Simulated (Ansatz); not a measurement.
Species: C$_{3}$H$_{9}$F$_{3}$OSi$_{2}$, net charge 0, singlet state. SMILES: C[Si](C)(C)O[Si](F)(F)F
Structure (B3LYP-D3(BJ)/def2-TZVP (Ansatz, a first-principles code) minimum search):
```
Si
O 1 1.6721
Si 2 1.5829 1 149.83
F 3 1.5760 2 110.66 1 -178.87
F 3 1.5800 4 107.62 2 122.47
F 3 1.5801 4 107.63 5 115.04
C 1 1.8624 2 106.25 3 178.70
H 7 1.0919 1 111.02 2 -60.09
H 7 1.0919 8 107.97 1 -121.92
H 7 1.0926 8 107.90 9 -116.39
C 1 1.8651 2 107.62 3 -61.40
H 11 1.0919 1 111.11 2 -59.55
H 11 1.0922 12 107.84 1 -122.09
H 11 1.0926 12 107.88 13 -116.17
C 1 1.8652 2 107.64 3 58.80
H 15 1.0919 1 111.10 2 59.49
H 15 1.0922 16 107.83 1 122.10
H 15 1.0926 16 107.88 17 116.17
```
Charge 0, spin multiplicity 1.

Computed values are from Ansatz. Cores are frozen in the correlated levels unless marked. UHF or UKS for open shells. No spin-orbit coupling. No relativistic terms. Basis-set limits of correlation are two-point, X^-3; Hartree-Fock from the larger set. [CCSD(T)-MP2]/basis is that difference in the basis named.

```yaml
atomisation energy De: 7591.8 kJ/mol at RI-MP2/CBS(cc-pV(T+d)Z,cc-pV(Q+d)Z)+[CCSD(T)-MP2]/cc-pV(T+d)Z
total_energy: -1072.6508 Eh at RI-MP2/CBS(cc-pV(T+d)Z,cc-pV(Q+d)Z)+[CCSD(T)-MP2]/cc-pV(T+d)Z
dipole_moment: 3.03 D at CCSD(T)/aug-cc-pV(D+d)Z
T1 diagnostic: 0.011 at CCSD/cc-pV(T+d)Z
```
